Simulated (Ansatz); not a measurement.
CF$_{3}$ (SMILES F[C-](F)F), charge -1, singlet, at a GFN2-xTB geometry (a gas-phase anion, which may not be bound at this level); B3LYP5/6-31G* run with Ansatz (a quantum-chemistry and plane-wave program).

Ansatz was given this input:
Ansatz 0.2 input:
```yaml
crystal:
  periodic: [false, false, false]
  atoms:
    - {symbol: C, position_ang: [0.01018319, -0.00657116, 0.53245374]}
    - {symbol: F, position_ang: [-0.01807559, 1.27792011, -0.10226750]}
    - {symbol: F, position_ang: [1.11097537, -0.62281319, -0.14731810]}
    - {symbol: F, position_ang: [-1.09968858, -0.65072614, -0.10538356]}
basis:
  gaussian:
    orbitals: 6-31G*
hamiltonian:
  xc: b3lyp5
total_charge: -1
```

### Question
What does Ansatz print? Leave out banner, timings and long lists.

### Answer

```
Functional definition: B3LYP5
543 factors; their error is unknown
mean field evaluation 1: about -9181.6544 eV, gradient 1.9e1 eV
mean field evaluation 2: about -9182.0918 eV, gradient 1.1e1 eV
mean field evaluation 4: about -9182.2935 eV, gradient 8.0e-1 eV
mean field evaluation 8: about -9182.2867 eV, gradient 1.7e-1 eV
mean field evaluation 16: about -9182.2867 eV, gradient 1.1e-5 eV
mean field -9182.28671678 eV, -337.4428128641 hartree, gradient 1.1e-5 eV, S^2 0.000000; 0 other end points of the search recorded, 0 dependent functions left out
reference -9182.28681496 eV, -337.4428164724 hartree; 17, 17 occupied and 43, 43 virtual orbitals, 543 factors
Total energy: -9182.28681496 eV, -337.4428164724 hartree
```
